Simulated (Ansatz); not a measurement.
Computed with Ansatz on PBE0-D4/def2-TZVP structures; ΔE is electronic, products minus reactants. CCSD(T)/CBS is the MP2 limit (def2-TZVPP, def2-QZVPP) plus CCSD(T) − MP2 in def2-TZVPP, frozen cores. This one scheme is used for every species. DFT in def2-TZVPP. B3LYP here is the variant with VWN-RPA as its local correlation; programs differ in this. HSE06 is defined as in plane-wave codes. For Ga outer-core shells are correlated without core-valence functions, which leaves a few kJ/mol of doubt a bond. Scalar relativity is left out up to krypton. Each species was taken in one conformer, which may not be the lowest.

Consider the redistribution: `[NH2][GaH][BH][SiH3]` + `F[SiH3]` → `[SiH3][BH][GaH2]` + `N[SiH2]F`.

```json
{"level": "PBE-D4", "ΔE (kcal/mol)": "-6.0", "difference from CCSD(T)/CBS": "-1.4"}
{"level": "B3LYP-D4", "ΔE (kcal/mol)": "-6.0", "difference from CCSD(T)/CBS": "-1.4"}
{"level": "HSE06-D4", "ΔE (kcal/mol)": "-6.6", "difference from CCSD(T)/CBS": "-2.0"}
{"level": "CAM-B3LYP-D4", "ΔE (kcal/mol)": "-6.4", "difference from CCSD(T)/CBS": "-1.8"}
{"level": "PBE-QIDH", "ΔE (kcal/mol)": "-6.1", "difference from CCSD(T)/CBS": "-1.5"}
{"level": "PBE", "ΔE (kcal/mol)": "-6.1", "difference from CCSD(T)/CBS": "-1.5"}
{"level": "revPBE", "ΔE (kcal/mol)": "-5.7", "difference from CCSD(T)/CBS": "-1.1"}
{"level": "BLYP", "ΔE (kcal/mol)": "-5.4", "difference from CCSD(T)/CBS": "-0.8"}
{"level": "PBE0", "ΔE (kcal/mol)": "-6.7", "difference from CCSD(T)/CBS": "-2.1"}
{"level": "r2SCAN0", "ΔE (kcal/mol)": "-7.1", "difference from CCSD(T)/CBS": "-2.5"}
{"level": "HSE06", "ΔE (kcal/mol)": "-6.7", "difference from CCSD(T)/CBS": "-2.1"}
{"level": "BHLYP", "ΔE (kcal/mol)": "-6.9", "difference from CCSD(T)/CBS": "-2.3"}
{"level": "MP2/def2-SVP", "ΔE (kcal/mol)": "-2.6", "difference from CCSD(T)/CBS": "2.0"}
{"level": "SCS-MP2/def2-TZVPP", "ΔE (kcal/mol)": "-4.2", "difference from CCSD(T)/CBS": "0.4"}
{"level": "SCS-MP2/def2-QZVPP", "ΔE (kcal/mol)": "-4.3", "difference from CCSD(T)/CBS": "0.3"}
{"level": "HF/CBS(def2)", "ΔE (kcal/mol)": "-7.1", "difference from CCSD(T)/CBS": "-2.5"}
{"level": "CCSD(T)/CBS", "ΔE (kcal/mol)": "-4.6", "difference from CCSD(T)/CBS": "0"}
```

Largest T1 diagnostic among the species: 0.015.

At CCSD(T), def2-SVP lies +2.2 kcal/mol from the extrapolated value and def2-TZVPP −0.1 kcal/mol. In def2-TZVPP, CCSD(T) changes the Hartree–Fock value by +2.3 kcal/mol (the triples alone add +0.4 kcal/mol) and MP2 by +2.6 kcal/mol.
